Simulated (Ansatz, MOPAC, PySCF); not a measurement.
Species: C2H7Si (charge 0, doublet). SMILES: [CH2]C[SiH3]
Coordinates optimised at B3LYP-D3(BJ)/def2-TZVP (Ansatz, an electronic-structure program):
```
C
H 1 1.0940
H 1 1.0940 2 107.69
C 1 1.4754 2 112.03 3 123.64
H 4 1.0808 1 120.72 2 -155.69
H 4 1.0808 5 117.79 1 170.08
Si 1 1.9041 2 107.11 3 -114.92
H 7 1.4816 1 109.67 2 -62.55
H 7 1.4816 8 108.94 1 120.04
H 7 1.4863 8 108.84 9 118.55
```
Charge 0, spin multiplicity 2.

Unscaled harmonic wavenumbers (cm⁻¹) in rising order, each level at the stationary point that it reaches from this structure (no distance between atoms moves by over 0.3 Å); the order of modes can differ between levels, and a negative number is imaginary. B3LYP-D3(BJ)/def2-TZVP (PySCF, at the structure above): 167, 213, 217, 514, 524, 582, 704, 766, 936, 955, 957, 970, 1077, 1148, 1252, 1445, 1475, 2200, 2227, 2231, 3015, 3064, 3151, 3250.

AM1 (MOPAC): 63, 168, 264, 504, 549, 619, 752, 780, 796, 827, 830, 935, 1157, 1188, 1323, 1388, 1463, 2242, 2243, 2247, 3021, 3094, 3204, 3225. Zero-point energy 47.0 against 47.2 kcal/mol; where all levels lie over 400 cm⁻¹, the wavenumbers are on average 0.995 times those of B3LYP-D3(BJ)/def2-TZVP.

PM7 (MOPAC): 125, 230, 252, 581, 617, 694, 810, 844, 854, 863, 868, 960, 1153, 1186, 1257, 1340, 1382, 2308, 2310, 2315, 2626, 2700, 2729, 2784. Zero-point energy 45.4 against 47.2 kcal/mol; where all levels lie over 400 cm⁻¹, the wavenumbers are on average 1.002 times those of B3LYP-D3(BJ)/def2-TZVP.

HF/3-21G (Ansatz): 151, 188, 259, 418, 560, 621, 747, 835, 994, 1026, 1028, 1065, 1075, 1323, 1381, 1589, 1616, 2254, 2263, 2272, 3196, 3240, 3294, 3402. Zero-point energy 49.7 against 47.2 kcal/mol; where all levels lie over 400 cm⁻¹, the wavenumbers are on average 1.053 times those of B3LYP-D3(BJ)/def2-TZVP.

HF/6-31G* (Ansatz): 160, 194, 242, 456, 553, 631, 766, 825, 1032, 1041, 1042, 1054, 1114, 1309, 1365, 1585, 1609, 2356, 2365, 2372, 3189, 3231, 3316, 3416. Zero-point energy 50.4 against 47.2 kcal/mol; where all levels lie over 400 cm⁻¹, the wavenumbers are on average 1.068 times those of B3LYP-D3(BJ)/def2-TZVP.
